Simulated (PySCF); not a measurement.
An unknown gives this computed stick spectrum. The calculation used PySCF 2.14.0, density-fitted response routines, TDDFT PBE0/def2-SVPD, vertical, gas phase, core orbitals frozen in the response. Geometries: GFN2-xTB, one conformer each.

| state | E (eV) | λ (nm) | f |
| --- | --- | --- | --- |
| S1 | 5.91 | 209.7 | 0.0059 |
| S2 | 6.07 | 204.2 | 0.0016 |
| S3 | 6.19 | 200.2 | 0.031 |
| S4 | 6.30 | 196.9 | 0.0053 |
| S5 | 6.36 | 195.0 | 0.011 |
| S6 | 6.61 | 187.6 | 0.026 |
| S7 | 6.85 | 181.1 | 0.0027 |
| S8 | 6.93 | 179.0 | 0.0058 |

Triplets computed (Tamm–Dancoff): 4.94, 5.42, 5.44 eV.

Question: Which structure fits? All have the formula C2H8N2Si2.
A. `N#C[SiH2]CN[SiH3]`
B. `C#C[Si@H](N)N[SiH3]`
C. `[SiH2](NC[SiH3])C#N`

Answer: B. Its S1, at 5.91 eV, is the highest among the candidates; the nearest of the others has S1 at 5.38 eV. S1 is HOMO→LUMO (86%). Löwdin shares by element: HOMO nitrogen 53% or more, silicon 18%, hydrogen 8% or more (atoms not listed hold the other 20%); LUMO carbon 43%, silicon 24% (atoms not listed hold the other 33%). At the same level the other candidates give, for their lowest levels:
- `N#C[SiH2]CN[SiH3]`: 5.38 eV (f 0.002); 5.83 eV (f 0.059); 5.92 eV (f 0.013); 6.43 eV (f 0.003); 6.88 eV (f 0.001); T1 5.15 eV; HOMO -7.16, LUMO -0.59 eV
- `N#C[SiH2]NC[SiH3]`: 5.31 eV (f 0.023); 5.97 eV (f 0.014); 6.41 eV (f 0.025); 7.00 eV (f 0.009); 7.02 eV (f 0.006); T1 4.98 eV; HOMO -7.36, LUMO -0.79 eV

Conformer computed: `[CH:1]#[C:2][Si@H:3]([NH2:4])[NH:5][SiH3:6]`: C2–Si3–N5–Si6 -55°, H–N4–Si3–C2 -66°, H–N4–Si3–C2 68°.
